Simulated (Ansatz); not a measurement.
```yaml
crystal:
  periodic: [false, false, false]
  atoms:
    - {symbol: Au, position_ang: [0.000076, -0.000060, 0.000003]}
    - {symbol: N, position_ang: [-0.003419, -0.014731, 2.061084]}
    - {symbol: H, position_ang: [-0.423299, 0.840963, 2.441230]}
    - {symbol: H, position_ang: [0.948967, -0.083504, 2.436931]}
    - {symbol: H, position_ang: [-0.537786, -0.809659, 2.429267]}
    - {symbol: N, position_ang: [0.003409, 0.014740, -2.061085]}
    - {symbol: H, position_ang: [-0.951280, 0.019950, -2.437350]}
    - {symbol: H, position_ang: [0.479479, -0.811135, -2.440959]}
    - {symbol: H, position_ang: [0.483844, 0.843446, -2.429110]}
basis:
  gaussian: {orbitals: def2-SVP, final_grid: {core_spheres: 20, valence_spheres: 16, degree: 47}}
magnetization: {spin_polarized: true, initial_magnetization: 1}
hamiltonian: {xc: {name: PBE}}
scf: {omitted_lower_state_checks: [starts]}
```

```sh
$ ansatz run in.yaml --threads 4 --pin off --events-out ev --progress --plain --max-ram 3916MiB
```

It prints (some lines left out):

```
Functional definition: PBE
1012 factors; their error is unknown
mean field evaluation 1: about -6753.1374 eV, gradient 5.4e1 eV
mean field evaluation 2: about -6719.8500 eV, gradient 9.8e1 eV
mean field evaluation 4: about -6764.8876 eV, gradient 9.9e0 eV
mean field evaluation 8: about -6765.3172 eV, gradient 2.4e-2 eV
mean field evaluation 16: about -6765.2815 eV, gradient 1.1e-4 eV
mean field -6765.28154969 eV, -248.6195112786 hartree, gradient 2.0e-5 eV, S^2 0.750464; 0 other end points of the search recorded, 0 dependent functions left out
reference -6765.28159819 eV, -248.6195130607 hartree; 20, 19 occupied and 70, 71 virtual orbitals, 1012 factors
Total energy: -6765.28159819 eV, -248.6195130607 hartree
Checks for a lower state left out: starts
```

It took 2.2 s on 4 threads of Arm Neoverse V1 on a shared host.

In the def2 sets Au takes a core potential; there is no spin–orbit coupling.
